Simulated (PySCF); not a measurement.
**Spinor energies of Gd (gadolinium, neutral)**

Start: [Xe] 4f8 6s2; 4f5/2 filled at m_j = +5/2; 4f7/2 filled at m_j = -5/2, -3/2, -1/2, +1/2, +3/2, +5/2, +7/2. Calculated with PySCF 2.14 in x2c-TZVPall-2c: generalised Hartree-Fock with the X2C-1e Hamiltonian and a Gaussian nucleus; spin-orbit coupling (SO) screened by Boettger's factors. This is a chosen level, not necessarily the ground level.

```tsv
spinor shell	electrons	ε, screened SO (eV)	weight of nominal j (screened SO)	rms radius, screened SO (bohr)
1s1/2	2	-50480.5	1.000	0.0249
2s1/2	2	-8448.2	1.000	0.101
2p1/2	2	-8005.1	1.000	0.0864
2p3/2	4	-7304.6	1.000	0.0928
3s1/2	2	-1916.4	1.000	0.260
3p1/2	2	-1724.0	1.000	0.252
3p3/2	4	-1576.6	1.000	0.265
3d3/2	4	-1248.2	0.996	0.237
3d5/2	6	-1215.7	0.997	0.241
4s1/2	2	-402.67	1.000	0.589
4p1/2	2	-327.18	0.976	0.606
4p3/2	4	-292.22	0.988	0.634
4d3/2	4	-167.90	0.710	0.688
4d5/2	6	-156.83	0.807	0.694
5s1/2	2	-56.433	1.000	1.47
5p1/2	2	-33.927	0.903	1.65
5p3/2	4	-28.607	0.951	1.78
4f7/2	7	-14.906	0.519	0.986
4f5/2	1	-7.804	0.813	1.08
6s1/2	2	-4.978	1.000	4.87
```

```
   quantity   screened SO
E (hartree)  -11270.74905
        M_J             6
       ⟨J²⟩        42.026
       ⟨L²⟩        12.295
       ⟨S²⟩        11.923
```

Each row is a mean over spinors that exchange with the open shell spreads, by up to 19.843 eV (4d5/2).

Rows whose weight is well below 1 are mixtures of j = l ± 1/2: exchange outweighs spin-orbit coupling there, and the label is only the starting occupation.

Breit and QED terms are absent; they matter most for the inner s and p1/2 levels.

Densities and radii are taken from the X2C orbitals without a picture-change correction, which distorts them close to the nucleus.
